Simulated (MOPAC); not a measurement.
MOPAC input (MNDO):

```
MNDO PRECISE GNORM=0.05 LET XYZ CHARGE=1 GEO-OK AUX(PRECISION=9) THREADS=1
AlF2

Al    0.00000000 1    0.00000000 1    0.00000000 1
F    -0.00000000 1   -0.00000000 1   -1.59181975 1
F     0.00000000 1    0.00000000 1    1.59181975 1
```

What heat of formation does the run end on?

14.17 kcal/mol.
